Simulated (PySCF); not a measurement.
**[Eu(PH3)]2+ at several levels of theory**

Computed with PySCF 2.14.0 (density fitting, no spin-orbit coupling) at the geometry relaxed with PBE0:

```xyz
5
[Eu(PH3)]2+ (singlet in the valence; each metal's 4f electrons, 7 of them, lie in its core potential, out of spins and levels)
Eu    0.0000    0.0000   -0.5504
P     0.0000    0.0000    2.5865
H     1.2676    0.0000    3.2226
H    -0.6338    1.0978    3.2226
H    -0.6338   -1.0978    3.2226
```

```csv
level,basis,state,HOMO (eV),gap (eV),charge on Eu1 (e),population of f-type functions on Eu1 (polarisation alone where 4f lies in the core),dipole about the centre of mass (D),largest force component (eV/Å)
PBE0,"Eu lcecp-0-SVP with ECP53, P def2-SVP, H def2-SVP",singlet,–,–,1.65,0.00,0.02,0.02
B3LYP,the same,singlet,–,–,1.63,0.00,0.06,0.11
PBE0,"Eu lcecp-0-TZVP with ECP53, P def2-TZVP, H def2-TZVP",singlet,–,–,1.72,0.00,0.14,0.18
```

In the lcecp rows the 4f levels are missing from HOMO and gap, and the state counts the valence alone.

Charges are Mulliken's, which hang on the basis. The relaxation used the grid (50, 194), these runs (75, 302) or, all-electron (x2c bases, spin-free X2C Hamiltonian), (99, 590).

**Question.** What does TPSSh with Eu lcecp-0-SVP with ECP53, P def2-SVP, H def2-SVP give here?

**Answer.** state singlet, charge on Eu1 (e) 1.65, population of f-type functions on Eu1 (polarisation alone where 4f lies in the core) 0.00, dipole about the centre of mass (D) 0.01, largest force component (eV/Å) 0.16. Time: 2.5 s on 2 threads of Arm Neoverse V1 (shared host), from an already converged density.

An lcecp potential fixes the number of 4f electrons, so in runs with it no electron can move into or out of that shell.
